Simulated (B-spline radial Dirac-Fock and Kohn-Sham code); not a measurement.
Model: Dirac-Fock densities. Program: a radial atomic solver.

**Question.** This computed X-ray form factor belongs to an atom or ion in its tabulated ground configuration. Which?

```
sin θ/λ (Å⁻¹)      f₀
         0.05  44.941
         0.45  40.604
          0.8  33.287
          0.9  31.077
          1.2  25.051
          1.4  21.844
            3  10.915
          3.5   8.844
            6   4.493
```

**Answer.** Bi³⁸⁺, with 45 electrons in [Kr] 4d9. f₀ tends to the number of electrons as s goes to zero, which the first rows give only roughly, and the rate of fall reflects the nuclear charge, 83.

**Question.** This computed X-ray form factor belongs to an atom or ion in its tabulated ground configuration. Which?

| sin θ/λ (Å⁻¹) | f₀ |
| --- | --- |
| 0.1 | 3.999 |
| 0.15 | 3.997 |
| 0.3 | 3.988 |
| 0.45 | 3.974 |
| 0.8 | 3.918 |
| 0.9 | 3.897 |
| 1.8 | 3.615 |
| 2.5 | 3.316 |
| 4 | 2.624 |

**Answer.** Ho⁶³⁺, with 4 electrons in [He] 2s2. f₀ tends to the number of electrons as s goes to zero, which the first rows give only roughly, and the rate of fall reflects the nuclear charge, 67.
